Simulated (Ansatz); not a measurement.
Species: sum formula BNHBr2 (charge -1, singlet). It need not be the lowest isomer of its formula. Whether it binds its extra electron was not tested at this geometry. 
Structure (B3LYP-D3(BJ)/def2-TZVP (Ansatz, a quantum-chemistry and plane-wave program) minimum search):
```xyz
5

N     -1.8206    -1.2006     0.0064
B     -0.7171    -0.4727     0.0025
Br    -0.5987     1.5947     0.0303
Br     1.1419    -1.2680    -0.0327
H     -2.6826    -0.6671     0.0251
```
Charge -1, spin multiplicity 1.

Basis-set convergence of Hartree-Fock and MP2 correlation energies (hartree) with Ansatz. Correlated levels leave the core frozen unless marked. No spin-orbit coupling. The frozen core is the preceding noble-gas configuration, with the filled d and f shells of earlier blocks. Non-relativistic.

```csv
basis,functions,E(HF),"E(corr, MP2)"
aug-cc-pVDZ,127,-5224.64000,-0.52112
aug-cc-pVTZ,233,-5224.80267,-0.65799
aug-cc-pVQZ,392,-5224.81270,-0.70935
```

Extrapolating the two largest sets (X = 3 and 4) as X^-3: E(corr) = (64·(-0.70935) - 27·(-0.65799))/37 = -0.7468 Eh, an estimate of the basis-set limit. The largest set recovers 95.0 % of it, the smallest 69.8 %.
